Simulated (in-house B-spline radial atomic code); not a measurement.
# RPA and G0W0 on B3LYP (VWN-RPA): Xe7+

Configuration [Kr] 4d10 5s1, highest spin, mean-field start B3LYP (VWN-RPA). Computed with an all-electron radial atomic-structure program (B-spline basis): all electrons, non-relativistic, point nucleus, each spin shell either full or empty, empty states to l = 9 with an (l + 1/2)⁻⁴ tail; G0W0 by contour deformation at full frequency.

Without relativity these are model numbers: it shifts the levels of so heavy an element strongly and can reorder them.

Command:
```bash
python run_gw.py task.json out
```
Settings (radii: box in bohr, nucleus in fm):
```
Z                        54
electrons                47
configuration            [Kr] 4d10 5s1
hamiltonian              nr
method                   b3lyp
lmax                     9
spin_polarised           True
box_radius               8.41
intervals                51
ion_configuration        [Kr] 4d10
```

Cost of the run: 8.5 s on 1 thread of Arm Neoverse N1, with other jobs on the host.

Energies (hartree):

| term | value |
| --- | --- |
| mean-field total | -7223.27023 |
| Hartree-Fock functional on these orbitals | -7220.83215 |
| direct second order | -4.109 |
| second-order exchange | 1.1316 |
| SOSEX correction | 1.0644 |

Question: What is the RPA correlation energy, and what remains with SOSEX?

Answer: RPA gives -3.6755 hartree (-2.13 eV per electron); RPA + SOSEX gives -2.6111, and the second-order doubles -2.9774 hartree (no singles). SOSEX takes back 29 % of the RPA value.

Quasi-particle levels (eV):

| level | occupied | mean field | Σx - vxc | Σc | QP weight | G0W0 |
| --- | --- | --- | --- | --- | --- | --- |
| 5s up | yes | -98.27 | -2.66 | ? | ? | ? |
| 4d down | yes | -155.32 | -10.08 | 0.39 | 0.962 | -165.01 |
| 4d up | yes | -155.63 | -10.13 | 0.39 | 0.955 | -165.37 |
| 5s down | no | -94.53 | 8.29 | -3.05 | 0.960 | -89.28 |

G0W0 = mean field + (Σx - vxc) + Σc, with Σc (partial-wave tail included) taken at the quasi-particle energy. Only the outer levels were computed. Levels of low weight are left out.

Question: Where does G0W0 put 5s up?

Answer: At -103.28 eV, with Σc = -2.35 eV and a quasi-particle weight of 0.974. The tabulated removal energy is 105.978 ± 0.0025 eV (NIST, measured); the calculation leaves out relativity, Breit and QED terms, and what these don't explain is the method's own error.

Question: What does it cost to remove one electron (to [Kr] 4d10) by differences of total energies, each species on its own start (correlation terms add to the Hartree-Fock functional)?

Answer: B3LYP (VWN-RPA) 103.45 eV, Hartree-Fock functional 100.73 eV, + RPA 103.00 eV, + RPA + SOSEX 102.25 eV, + second order 103.15 eV. Tabulated: 105.978 ± 0.0025 eV (NIST, measured); the calculation leaves out relativity, Breit and QED terms, and what these don't explain is the method's own error.
